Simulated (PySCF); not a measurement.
**Energy of Cd²⁺ (cadmium, charge +2) between two integer charges**

The 4d beta orbital of [Kr] 4d10 is emptied in steps (occupation f), with all orbitals relaxed, ending at [Kr] 4d9. All numbers are calculated (PySCF 2.14, a scalar-relativistic core potential, in aug-cc-pVTZ-PP with ECP28MDF (6s6p5d3f2g, 88 functions)). The exact energy is a straight line in f; departures are measured from the line between the end points of the same method.

```json
{"f": "1", "UHF (eV)": "0.000", "LDA (eV)": "0.000", "PBE (eV)": "0.000"}
{"f": "0.8", "UHF (eV)": "0.336", "LDA (eV)": "-1.200", "PBE (eV)": "-1.173"}
{"f": "0.6", "UHF (eV)": "0.493", "LDA (eV)": "-1.808", "PBE (eV)": "-1.766"}
{"f": "0.4", "UHF (eV)": "0.482", "LDA (eV)": "-1.817", "PBE (eV)": "-1.773"}
{"f": "0.2", "UHF (eV)": "0.315", "LDA (eV)": "-1.217", "PBE (eV)": "-1.185"}
{"f": "0", "UHF (eV)": "0.000", "LDA (eV)": "0.000", "PBE (eV)": "0.000"}
```

Task: For PBE, how does the orbital energy at f = 1 compare with the removal energy?

Result: −ε = 30.289 eV against a total-energy difference of 37.589 eV. By Janak's theorem ε = ∂E/∂f, so the gap between them reflects the curvature. Along the path −ε is 33.166 (f = 0.8), 36.085 (f = 0.6), 39.038 (f = 0.4), 42.018 (f = 0.2) eV.

| method | E(f=0) − E(f=1) (eV) | −ε at f=1 (eV) | −ε at f=0.4 (eV) |
| --- | --- | --- | --- |
| UHF | 35.887 | 38.036 | 35.434 |
| LDA | 38.009 | 30.551 | 39.481 |
| PBE | 37.589 | 30.289 | 39.038 |

Reference removal energy between the ground levels: 37.468 ± 0.006 eV (measured; NIST Atomic Spectra Database, ionization energies). The calculation has no spin-orbit coupling. UHF lacks correlation.
